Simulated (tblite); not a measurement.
C4H8O3Si.
Numbering: `[CH3:1][Si@H:2]1[O:3][CH2:4][CH2:5][C:6](=[O:7])[O:8]1` (hydrogens: H9, H10, H11 on C1; H12 on Si2; H13, H14 on C4; H15, H16 on C5)

Computed with GFN2-xTB (tblite), gas phase: L-BFGS steps from a force-field or distance-geometry start until the largest atomic force falls under 0.01 eV/Å.

Step 0: E = -725.7597 eV
```
atom  x, y, z in Å  |  force x, y, z in eV/Å
C1      2.5751    0.3094   -0.4181    0.243   0.789   0.142
Si2     0.9692   -0.6183   -0.3688   -0.132  -1.233   1.179
O3      0.2451   -0.5421    1.1369   -0.431   0.003  -1.033
C4     -1.1886   -0.5484    1.1096    0.771  -0.283   1.046
C5     -1.7259    0.5911    0.2932   -0.250   0.061  -0.622
C6     -1.3593    0.4223   -1.1701   -0.755   0.870  -1.721
O7     -2.1125    0.7912   -2.0658    1.547  -0.896   1.501
O8     -0.1292   -0.0771   -1.4529   -1.295   0.485   0.108
H9      2.4135    1.3711   -0.2047    0.201  -0.146  -0.053
H10     3.0300    0.2332   -1.3990    0.011  -0.017   0.042
H11     3.2744   -0.0742    0.3187   -0.084   0.011  -0.099
H12     1.2282   -2.0557   -0.6392   -0.309   0.357  -0.129
H13    -1.5573   -1.5277    0.7719    0.123   0.219  -0.233
H14    -1.5214   -0.4456    2.1519    0.173   0.049  -0.005
H15    -1.3293    1.5639    0.6271   -0.005  -0.368  -0.011
H16    -2.8197    0.6155    0.3751    0.194   0.097  -0.113
```

Problem. Estimate the geometry and energy of step 1. (The exact step hangs on the optimiser's Hessian estimate; all steps are aligned on step 0, rigid shifts and turns removed.)

Solution. E = -725.8396 eV, largest force 2.851 eV/Å
```
atom  x, y, z in Å  |  force x, y, z in eV/Å
C1      2.5785    0.3207   -0.4160   -0.085   0.105   0.056
Si2     0.9674   -0.6359   -0.3520   -0.157  -0.377   0.231
O3      0.2390   -0.5420    1.1222   -0.187  -0.020  -0.372
C4     -1.1776   -0.5524    1.1246    0.168   0.025   0.066
C5     -1.7294    0.5920    0.2843    0.068  -0.193  -0.177
C6     -1.3700    0.4348   -1.1947    1.718  -0.533   2.212
O7     -2.0904    0.7784   -2.0443   -1.553   0.638  -2.213
O8     -0.1477   -0.0701   -1.4514   -0.133  -0.025   0.307
H9      2.4164    1.3690   -0.2055    0.139   0.207   0.020
H10     3.0301    0.2330   -1.3984   -0.017   0.006   0.063
H11     3.2732   -0.0741    0.3173   -0.015   0.043  -0.056
H12     1.2238   -2.0506   -0.6411   -0.257   0.080  -0.165
H13    -1.5556   -1.5245    0.7686    0.132   0.214  -0.123
H14    -1.5189   -0.4449    2.1518    0.146   0.074   0.286
H15    -1.3294    1.5587    0.6269   -0.002  -0.315  -0.042
H16    -2.8170    0.6169    0.3735    0.034   0.071  -0.092
```

The energy changes by -0.0798 eV. The first-order estimate −F·Δx gives -0.2776 eV and the mean of the old and new forces, exact on a quadratic surface, -0.0694 eV. The step makes an angle of 0° with the force vector and moves no atom by more than 0.033 Å.

The cost below is that of the whole relaxation. Time: 0.76 s. Hardware: Arm Neoverse N1, one thread, shared host.
